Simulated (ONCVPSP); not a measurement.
# Before and after: ONCV potential for osmium

* Element: osmium (Os)
* Generator: ONCVPSP 4.0.1
* Type: optimised norm-conserving Vanderbilt (ONCV)
* Functional: LDA (Perdew-Zunger)
* Relativity: scalar-relativistic
* Frozen core: [Kr] 4d10 4f14
* Valence charge: 16
* Reference configuration: 5s2 5p6 5d6 6s2
* Partial waves: 5s+6s: rc 1.55 bohr, ncon 3, nbas 8, qcut 9.7 1/bohr, 2 projectors; 5p: rc 1.45 bohr, ncon 4, nbas 8, qcut 9.1 1/bohr, 2 projectors, debl 2.2 Ha; 5d: rc 2.50 bohr, ncon 5, nbas 10, qcut 7.3 1/bohr, 1 projector
* Local potential: polynomial inside 1.35 bohr (lpopt 5, dvloc0 0 Ha)
* Core correction: Teter function, fcfact 5.75, rcfact 1.3

Change: d: rc 2.96.

Cutoffs: the cutoffs (Ha) at which the residual kinetic energy of the hardest occupied pseudo-wave falls to 1 and 0.1 mHa per electron; they do not see the model core or the augmentation charge, which bear on the density cutoff. Errors are all-electron minus pseudo energies relative to the spin-unpolarised reference configuration.

Problem. How do hardness, ghosts and transferability respond?

Solution. The potential gets neither clearly harder nor softer (30 Ha and 36 Ha → 30 Ha and 36 Ha); of the 4 tests that both files solve, the error grows in 2 and shrinks in 0 by more than 15 % and 0.3 meV (median size 6.1 → 11.6 meV); neither file shows a bound ghost.

| quantity | base | changed |
| --- | --- | --- |
| cutoff, loose | 30 Ha | 30 Ha |
| cutoff, tight | 36 Ha | 36 Ha |
| loose cutoff by channel | s 30 Ha, p 30 Ha, d 16 Ha | s 30 Ha, p 30 Ha, d 14 Ha |
| bound ghosts | none | none |
| GHOST(+) flags under 300 eV | s at 289.6 eV | s at 289.6 eV |
| error for 5s2 5p6 5d6 6s1, meV [ΔE 9.86 eV] | -3.2 | -3.0 |
| error for 5s2 5p6 5d6 6s0, meV [ΔE 27.15 eV] | -9.0 | -10 |
| error for 5s2 5p6 5d5 6s0, meV [ΔE 56.30 eV] | -14 | -26 |
| error for 5s2 5p6 5d5 6s2 6p1, meV [ΔE 6.15 eV] | +3.2 | +13 |
| s: phases at 1.57 bohr within 0.05 rad from the reference energy up to (Ha; the scan ends near 5) | to the end of the scan | to the end of the scan |
| p: phases at 1.47 bohr within 0.05 rad from the reference energy up to (Ha; the scan ends near 5) | to the end of the scan | to the end of the scan |
| rms error of d²Exc/dni dnj with the model core, mHa | 1.14 | 1.20 |
